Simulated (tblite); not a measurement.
Species: C₇H₁₂NP.
Atom-mapped SMILES: `[CH3:1][C:2]#[C:3]/[P:4]=[C:5](\[CH3:6])[N:7]([CH3:8])[CH3:9]` (hydrogens: H10, H11, H12 on C1; H13, H14, H15 on C6; H16, H17, H18 on C8; H19, H20, H21 on C9)

A start from a force field or distance geometry was refined with GFN2-xTB geometry optimisation, gas phase (tblite 0.8.0). Values at the start:

```json
{"coordinate": "C1–C2", "start": "1.474 Å"}
{"coordinate": "C1–H10", "start": "1.089 Å"}
{"coordinate": "C2≡C3", "start": "1.188 Å"}
{"coordinate": "C3–P4", "start": "1.839 Å"}
{"coordinate": "P4=C5", "start": "1.754 Å"}
{"coordinate": "C5–C6", "start": "1.524 Å"}
{"coordinate": "C5–N7", "start": "1.403 Å"}
{"coordinate": "C6–H13", "start": "1.090 Å"}
{"coordinate": "N7–C8", "start": "1.457 Å"}
{"coordinate": "C8–H16", "start": "1.099 Å"}
{"coordinate": "C8–H18", "start": "1.098 Å"}
{"coordinate": "C1–C2–C3", "start": "178.7°"}
{"coordinate": "C2–C3–P4", "start": "178.7°"}
{"coordinate": "C3–P4–C5", "start": "121.1°"}
{"coordinate": "P4–C5–C6", "start": "120.8°"}
{"coordinate": "P4–C5–N7", "start": "121.0°"}
{"coordinate": "C5–N7–C8", "start": "123.1°"}
{"coordinate": "C6–C5–N7", "start": "118.1°"}
{"coordinate": "C8–N7–C9", "start": "115.5°"}
{"coordinate": "P4–C5–N7–C8", "start": "-1°"}
```

How do these coordinates change at the GFN2-xTB level?

| coordinate | GFN2-xTB (Å or °) | change |
| --- | --- | --- |
| C3–P4 | 1.755 | -0.084 |
| P4=C5 | 1.718 | -0.036 |
| C5–N7 | 1.368 | -0.035 |
| C5–C6 | 1.497 | -0.027 |
| C1–C2 | 1.447 | -0.027 |
| C2≡C3 | 1.208 | +0.020 |
| N7–C8 | 1.438 | -0.019 |
| C8–H16 | 1.093 | -0.006 |
| C1–H10 | 1.091 | +0.002 |
| C8–H18 | 1.097 | -0.001 |
| C6–H13 | 1.091 | +0.001 |
| C3–P4–C5 | 100.8 | -20.3 |
| C2–C3–P4 | 168.7 | -10.0 |
| C5–N7–C8 | 117.5 | -5.6 |
| P4–C5–C6 | 124.2 | +3.4 |
| C1–C2–C3 | 175.9 | -2.8 |
| P4–C5–N7 | 118.7 | -2.3 |
| C8–N7–C9 | 117.2 | +1.7 |
| C6–C5–N7 | 117.1 | -1.0 |
| P4–C5–N7–C8 | -7 | -6 |

The energy falls by 0.783 eV over 122 L-BFGS steps, the largest force on an atom goes from 3.76 to 0.007 eV/Å, and the atoms move by 0.339 Å rms after alignment. The bond that changes most is C3–P4 (ends: alkyne carbon; phosphorus bonded to 2 C), which shortens by 0.084 Å. Bonds longer at the end by more than 0.005 Å: 1 of 20; shorter: 13. Among the dihedrals that turn most is C9–N7–C8–H16, from -118° to -146°. Rotational constants go from 3563, 554.8, 486.0 to 3402, 648.7, 553.1 MHz.

GFN2-xTB frequencies show an imaginary mode (28i cm⁻¹), so the point is no minimum at that level.

The numbers are calculated, not measured.
